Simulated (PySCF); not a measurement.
## Fe(2+) (iron, charge +2) across methods

[Ar] 3d5 4p1, high-spin 7P determinant (an excited configuration). All numbers are calculated (PySCF 2.14, no relativity, point nucleus, in aug-cc-pVTZ).

| method | E (hartree) | mean ε 3p β (eV) | mean ε 3d α (eV) | mean ε 4p α (eV) | Σ⟨r²⟩ (bohr²) | ⟨S²⟩ |
| --- | --- | --- | --- | --- | --- | --- |
| PBE0 | -1262.206 | -85.378 | -38.178 | -18.214 | 22.23 | 12.000 |
| M06 | -1262.367 | -85.679 | -38.062 | -17.977 | 22.22 | 12.001 |
| r2SCAN | -1262.402 | -83.009 | -35.855 | -17.639 | 22.14 | 12.001 |
| PBE | -1262.151 | -82.201 | -35.222 | -17.529 | 22.20 | 12.000 |
| LDA | -1259.902 | -82.318 | -35.442 | -17.615 | 22.13 | 12.000 |
| PW91 | -1262.480 | -82.310 | -35.312 | -17.592 | 22.17 | 12.000 |
| UHF | -1261.34274 | -93.250 | -46.300 | -19.841 | 22.57 | 12.001 |
| PBEsol | -1260.985 | -82.092 | -35.219 | -17.501 | 22.16 | 12.000 |
| LC-wPBE | -1262.206 | -87.880 | -40.607 | -20.477 | 22.18 | 12.000 |
